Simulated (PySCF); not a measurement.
Geometry:
```json
{"atom": "Al1", "x (Å)": "0.294", "y (Å)": "0.518", "z (Å)": "0.009"}
{"atom": "Cl2", "x (Å)": "2.366", "y (Å)": "0.486", "z (Å)": "0.061"}
{"atom": "Cl3", "x (Å)": "-0.772", "y (Å)": "2.297", "z (Å)": "-0.033"}
{"atom": "C4", "x (Å)": "-0.657", "y (Å)": "-1.146", "z (Å)": "-0.011"}
{"atom": "N5", "x (Å)": "-1.231", "y (Å)": "-2.155", "z (Å)": "-0.025"}
```

Non-relativistic, in vacuum, one averaged value for each set of equivalent atoms, one conformer. σ from GIAO-B3LYP/pcSseg-1 (pcSseg-2 on Al); PBE0-D3(BJ)/def2-SVP structure; PySCF 2.14.0 with density-fitted response routines.

Referencing at the same level of theory: TMS for ¹³C; ²⁷Al vs [Al(H2O)6]3+; HCl for ³⁵Cl; ¹⁵N vs NH3.

| atoms | nucleus | count | δ (ppm) |
| --- | --- | --- | --- |
| C4 | ¹³C | 1 | 122.6 |
| N5 | ¹⁵N | 1 | ? |
| Cl2/Cl3 | ³⁵Cl | 2 | ? |
| Al1 | ²⁷Al | 1 | 162.1 |

Complete the table.

Answers


- Cl2/Cl3: 41 ppm, chlorine bonded to Al
- N5: 382.9 ppm, nitrogen bonded to C

Shifts are as computed, not scaled to solution data. Of 1211 compounds with measured shifts, 218 miss one by over three times the rms of a fit or turn the order of signals round; such compounds aren't used in these exercises. Experimental scales use liquid or dissolved standards, which lie at an offset from isolated NH3 (liquid NH3: subtract about 20 ppm). Unscaled 15N shifts of sp2 nitrogen come out 20 to 40 ppm too high even then.
